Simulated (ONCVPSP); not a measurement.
Which change was made? (Ti, ONCV)

titanium (Ti), optimised norm-conserving Vanderbilt (ONCV), made with ONCVPSP 4.0.1 (revPBE, scalar-relativistic). Core [Ar], reference 3d2 4s2. Waves: 4s: rc 3.30 bohr, ncon 5, nbas 8, qcut 2.6 1/bohr, 2 projectors, debl 0.8 Ha; p scattering state at 0.02 Ha: rc 3.10 bohr, ncon 4, nbas 8, qcut 2.3 1/bohr, 2 projectors, debl 3.9 Ha; 3d: rc 2.40 bohr, ncon 4, nbas 8, qcut 7.9 1/bohr, 2 projectors, debl 0.4 Ha. Local part: polynomial inside 2.00 bohr (lpopt 5, dvloc0 2 Ha). Core correction: polynomial model core, fcfact 0.45.

In the p channel the program set the typed energies aside and used 0.050, 3.950 Ha.

Cutoffs, loose and tight: the cutoffs (Ha) at which the residual kinetic energy of the hardest occupied pseudo-wave falls to 1 and 0.1 mHa per electron. They do not see the model core or the augmentation charge, which bear on the density cutoff. Test errors are all-electron minus pseudo excitation energies from the reference, over the configurations 3d2 4s1; 3d2 4s0; 3d1 4s0; 3d3 4s0; variants that change the core or the reference have their own tests.

The base gives: outcome: generated, projector energies reset by the program; cutoff, loose: 20 Ha; cutoff, tight: 23 Ha; bound ghosts: none; GHOST(+) flags above zero: s, p; largest test error (meV): -125.

**Question.** After one change the result is: outcome: generated, projector energies reset by the program; cutoff, loose: 14 Ha; cutoff, tight: 39 Ha; bound ghosts: none; GHOST(+) flags above zero: s, p; largest test error (meV): +109. Which change was it?
A. s: qcut 1.6; p: qcut 1.5; d: qcut 5
B. s: qcut 3.2; p: qcut 2.8; d: qcut 9.6
C. s: qcut 2.1; p: qcut 1.9; d: qcut 6.4
D. s: qcut 2.3; p: qcut 2.1; d: qcut 7.1

**Answer.** A. The others give: s: qcut 2.1; p: qcut 1.9; d: qcut 6.4 → outcome: generated, projector energies reset by the program; cutoff, loose: 16 Ha; cutoff, tight: 18 Ha; bound ghosts: none; GHOST(+) flags above zero: s, p; largest test error (meV): -94 | s: qcut 3.2; p: qcut 2.8; d: qcut 9.6 → outcome: failed: ERROR pspot: first pseudo wave function has node, program will stop | s: qcut 2.3; p: qcut 2.1; d: qcut 7.1 → outcome: generated, projector energies reset by the program; cutoff, loose: 18 Ha; cutoff, tight: 20 Ha; bound ghosts: p; GHOST(+) flags above zero: s, p; largest test error (meV): -113.
